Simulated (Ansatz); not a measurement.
The cluster Mo₃Se₈, relaxed as a singlet with RKS PBE-D4/def2-SVP in Ansatz, starting from the GFN1-xTB geometry. Force threshold 0.03 eV/Å.

In the def2 sets Mo takes a core potential; there is no spin–orbit coupling. The structure comes from a short search, and lower isomers may exist.

Start:

```csv
atom,x (Å),y (Å),z (Å)
Mo1,1.7520,-0.5513,0.0001
Mo2,-2.5404,0.5806,0.2033
Mo3,-0.5595,-0.4222,-1.1908
Se4,-2.1989,1.3981,2.2845
Se5,2.8020,-2.4202,-0.6867
Se6,-0.9249,-2.1067,-2.6495
Se7,-4.5959,-0.3254,-0.0418
Se8,2.7768,1.6361,-0.3095
Se9,1.5186,-0.2056,2.3977
Se10,3.5073,0.6738,1.6529
Se11,-1.5370,1.7428,-1.6601
```

```json
{"step": "1", "energy (eV)": "-528236.6107", "largest force component (eV/Å)": "1.385", "SCF passes": "68"}
{"step": "2", "energy (eV)": "-528237.0297", "largest force component (eV/Å)": "0.549", "SCF passes": "43"}
{"step": "3", "energy (eV)": "-528237.2489", "largest force component (eV/Å)": "0.464", "SCF passes": "41"}
{"step": "4", "energy (eV)": "-528237.3926", "largest force component (eV/Å)": "0.408", "SCF passes": "42"}
{"step": "5", "energy (eV)": "-528237.5000", "largest force component (eV/Å)": "0.554", "SCF passes": "45"}
{"step": "6", "energy (eV)": "-528237.6761", "largest force component (eV/Å)": "0.587", "SCF passes": "48"}
{"step": "7", "energy (eV)": "-528237.9010", "largest force component (eV/Å)": "0.532", "SCF passes": "47"}
{"step": "8", "energy (eV)": "-528238.3589", "largest force component (eV/Å)": "1.107", "SCF passes": "95"}
{"step": "9", "energy (eV)": "-528238.8709", "largest force component (eV/Å)": "0.611", "SCF passes": "41"}
{"step": "10", "energy (eV)": "-528239.1609", "largest force component (eV/Å)": "0.802", "SCF passes": "41"}
{"step": "11", "energy (eV)": "-528239.4122", "largest force component (eV/Å)": "0.581", "SCF passes": "44"}
{"step": "12", "energy (eV)": "-528239.6253", "largest force component (eV/Å)": "0.397", "SCF passes": "44"}
{"step": "13", "energy (eV)": "-528239.8424", "largest force component (eV/Å)": "0.299", "SCF passes": "40"}
{"step": "14", "energy (eV)": "-528240.0809", "largest force component (eV/Å)": "0.548", "SCF passes": "39"}
{"step": "15", "energy (eV)": "-528240.3386", "largest force component (eV/Å)": "0.466", "SCF passes": "38"}
{"step": "16", "energy (eV)": "-528240.5042", "largest force component (eV/Å)": "0.313", "SCF passes": "34"}
{"step": "17", "energy (eV)": "-528240.5505", "largest force component (eV/Å)": "0.171", "SCF passes": "34"}
{"step": "18 (rejected)", "energy (eV)": "-528240.5102", "largest force component (eV/Å)": "0.622", "SCF passes": "36"}
{"step": "19 (rejected)", "energy (eV)": "-528240.5477", "largest force component (eV/Å)": "0.346", "SCF passes": "31"}
{"step": "20", "energy (eV)": "-528240.5609", "largest force component (eV/Å)": "0.060", "SCF passes": "28"}
{"step": "21", "energy (eV)": "-528240.5626", "largest force component (eV/Å)": "0.097", "SCF passes": "31"}
{"step": "22", "energy (eV)": "-528240.5641", "largest force component (eV/Å)": "0.020", "SCF passes": "29"}
```

Force components are those of the run's own axes.

End:

```csv
atom,x (Å),y (Å),z (Å)
Mo1,1.285,-0.477,0.080
Mo2,-1.290,0.246,0.402
Mo3,-0.075,0.603,-1.957
Se4,-1.262,1.716,2.357
Se5,1.594,-2.701,-0.126
Se6,-0.738,-1.369,-2.813
Se7,-2.738,-1.482,0.413
Se8,2.334,0.854,-1.710
Se9,0.306,-0.104,2.649
Se10,2.465,0.675,1.887
Se11,-1.881,2.040,-1.182
```

Bonds lost: Se8–Se10 (atoms count from 1). Bonds formed: Mo2–Se9, Mo3–Se8, Se4–Se9 (atoms count from 1). Metal–metal contacts that move far: Mo1–Mo2 4.44 to 2.69 Å. The end is the same structure that another start reached.

No frequencies were taken in this run, so the end may be a saddle point.

It took 79 s on 2 threads of AMD EPYC 7R13 on a shared host and a share (18 GiB) of an NVIDIA H100 80GB HBM3, peak host memory 1 GiB.
